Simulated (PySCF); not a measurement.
Compound: C6H9O2 (doublet state).
Atom-mapped SMILES: `[CH2:1][C:2](=[CH2:3])[C:4](=[O:5])[O:6][CH2:7][CH3:8]` (hydrogens: H9, H10 on C1; H11, H12 on C3; H13, H14 on C7; H15, H16, H17 on C8)

Geometry (GFN2-xTB, Å), atoms numbered from 1 in this order:
```xyz
17
C6H9O2 angstrom
C     -2.520   -1.212   -0.150
C     -1.755   -0.102    0.135
C     -2.240    1.043    0.729
C     -0.308   -0.180   -0.250
O      0.140   -0.988   -1.025
O      0.430    0.751    0.362
C      1.829    0.754    0.079
C      2.563   -0.327    0.859
H     -2.074   -2.064   -0.630
H     -3.564   -1.247    0.100
H     -3.280    1.120    0.992
H     -1.600    1.880    0.929
H      1.974    0.607   -0.997
H      2.171    1.751    0.368
H      2.378   -0.214    1.925
H      2.219   -1.309    0.542
H      3.630   -0.251    0.673
```

The hyperfine couplings belong to this conformer and change with its torsions.

Level of theory: UKS B3LYP, pcH-1 on C H O, non-relativistic, mean-field spin-orbit, GIAO (PySCF). The structure is a single GFN2-xTB conformer in the gas phase; no vibrational or solvent corrections. A GFN2-xTB geometry isn't a minimum of the functional, and hyperfine couplings can be far from their values at a DFT geometry. The frame is twisted about the C2–C4 bond at this geometry (dihedral C1–C2–C4–O5 = 17°); couplings at other torsion angles weren't computed. Stability of the SCF solution: not tested. ⟨S²⟩ is 0.782 where a pure state has 0.75.

Principal values of hyperfine tensors in MHz (contact and dipolar terms together), for some of the nuclei:

| atom | isotope | A1 | A2 | A3 |
| --- | --- | --- | --- | --- |
| C1 | 13C | 2.95 | 4.63 | 161.78 |
| C2 | 13C | -79.03 | -37.95 | -32.09 |
| H9 | 1H | -70.03 | -44.52 | -17.28 |
| H12 | 1H | -69.27 | -43.97 | -17.18 |
| H10 | 1H | -63.97 | -43.31 | -17.10 |
| H11 | 1H | -62.86 | -42.68 | -16.88 |
| C4 | 13C | 7.02 | 8.14 | 8.36 |
| O5 | 17O | -2.17 | -1.42 | 7.81 |

Give the isotropic coupling of each nucleus in MHz and in mT (g = 2.0025), and the anisotropic part.

a_iso is a third of the trace, T = A − a_iso, and a(mT) = a(MHz)/(g × 13.996).

```
atom  a_iso (MHz)  a_iso (mT)      T1      T2      T3
  C1        56.45       2.014  -53.50  -51.83  105.33
  C2       -49.69      -1.773  -29.34   11.74   17.60
  H9       -43.94      -1.568  -26.09   -0.58   26.66
 H12       -43.47      -1.551  -25.79   -0.50   26.29
 H10       -41.46      -1.479  -22.51   -1.85   24.36
 H11       -40.81      -1.456  -22.05   -1.87   23.93
  C4         7.84       0.280   -0.82    0.30    0.52
  O5         1.41       0.050   -3.58   -2.83    6.41
```

What spin density at the nucleus of C2 lies behind its contact coupling (g_N = 1.40482)?

a_FC = (2μ0/3) gₑ μB g_N μN ρ(0)/(2S·h) = 800.24 MHz × g_N × ρ(0)/(2S), with ρ in bohr⁻³. With a_FC = -49.69 MHz and 2S = 1, ρ(0) = -0.0442 bohr⁻³.

C3 (13C, g_N = 1.40482) isn't in the table. Its spin density at the nucleus is 0.04959 bohr⁻³. What is its contact coupling?

By the same relation, a_FC = 55.8 MHz. Its full tensor has the principal values 2.94, 4.64, 159.68 MHz.

Which nucleus of the table has the largest anisotropic coupling, and what is its form?

C1: -53.5, -51.8, 105.3 MHz, axial, in the ratio −1:−1:+2, the form that spin in one p orbital centred on that nucleus gives.

What first-order splitting does C1 cause when the field lies along A1, A2 or A3 of its tensor (g taken as isotropic, no quadrupole term)?

2 lines (I = 1/2), spaced by |A_i|/(g × 13.996): 0.11, 0.17, 5.77 mT along the axes of A1, A2 and A3.
